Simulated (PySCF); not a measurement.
C5H12SSi2.
Atom-mapped SMILES: `[CH3:1]/[CH:2]=[CH:3]\[C@@H:4]1[SiH2:5][S:6][C@H:7]1[SiH3:8]`

Probes without a nucleus sit at each ring's centroid and 1 Å off its mean plane on both sides; NICS is minus the shielding there, NICSzz its component along the normal. Level: GIAO PBE0/pcSseg-1 (PySCF, non-relativistic, gas phase) on the GFN2-xTB geometry, one conformer.

Ring bond lengths (Å), with Mayer bond orders in brackets: C4–Si5 1.918 (0.87), Si5–S6 2.143 (1.00), S6–C7 1.860 (0.99), C7–C4 1.538 (0.94).

Question: Give the NICS values of each ring in ppm.

Answer: 
```tsv
ring	type	NICS(0)	NICS(1), two faces	NICS(1)zz, two faces	rms pucker (Å)	centre to ring atoms, mean (Å)
C4–Si5–S6–C7	4-membered ring with S and Si; formal bonds all single	-0.2	1.2 / -0.2	9.3 / 9.1	0.05	1.31
```

Question: What can be read from them?

Answer: 
- C4–Si5–S6–C7: mean NICS(1)zz 9.2 ppm, deshielded. C4, Si5, C7 have four or more neighbours, so the value isn't read as a sign of a π ring current.

Question: List the ring angles and the Hirshfeld charges of the ring atoms.

Answer: 
- C4–Si5–S6–C7: C4 96.0° (-0.109 e), Si5 81.3° (+0.335 e), S6 79.9° (-0.118 e), C7 102.1° (-0.109 e); sum 359.4° against 360° for a flat convex ring.

Shape of the structure used: `[CH3:1]/[CH:2]=[CH:3]\[C@@H:4]1[SiH2:5][S:6][C@H:7]1[SiH3:8]`: C2–C3–C4–Si5 -95°.
